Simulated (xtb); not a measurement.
H3S, SMILES [SH3+], charge +1. All values are semi-empirical tight-binding results from xtb (GFN2-xTB unless named), good for trends rather than for accurate numbers. Geometry: GFN2-xTB. The isomer is the one that the SMILES or the coordinates give; other isomers of the formula were not compared.

```
Property                                          Value
---------------------------------------  --------------
point group as xtb finds it                         C3v
orbital gap                                     7.77 eV
zero-point energy                         14.3 kcal/mol
G − E(el) at 298.15 K (modified RRHO)      1.8 kcal/mol
static polarisability (D4 model)             23.7 bohr³
solvation energy, GFN2-xTB/ALPB(water)   -81.4 kcal/mol
solvation energy, GFN2-xTB/ALPB(ch2cl2)  -61.5 kcal/mol
```
